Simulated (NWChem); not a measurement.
System: SiH$_{4}$Se; SMILES [SeH][SiH3]

```xyz
6

Si     0.0125     1.5116     0.0000
Se     0.0333    -0.7739     0.0000
H     -0.6681     2.0587     1.2111
H      1.4509     1.9041     0.0074
H     -0.6554     2.0601    -1.2175
H     -1.4355    -0.8727    -0.0004
```
Atoms are numbered in this order, from 1.

Results from NWChem. Geometry: optimised at PBE0/def2-SVP. Ions are spin-unrestricted doublets at the neutral geometry; other ion states weren't tried.

For level CAM-B3LYP/def2-SVP:

| Quantity | Value |
|---|---|
| −ε(HOMO) (eV) | 8.22 |

Problem. What are these values for level PBE/def2-SVP?

Solution. The −ε(HOMO) (eV) comes out as 5.79.
